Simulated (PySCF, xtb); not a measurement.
Si(Br)(Me)(OH)(NMe2) (C₃H₁₀BrNOSi), SMILES CN(C)[Si](C)(O)Br.

GFN2-xTB run with xtb at its own geometry gives an orbital gap of 5.85 eV and a dipole moment of 5.80 D.

The structure is a stationary point at PBE0-D3(BJ)/def2-SVP. The values are those of a single conformer.

**Question.** What does PBE/def2-TZVP run with PySCF give? (The exact figures need the calculation; the answer reports its results.)

**Answer.** gap 5.30 eV (levels -5.37 and -0.07 eV), dipole 1.34 D.
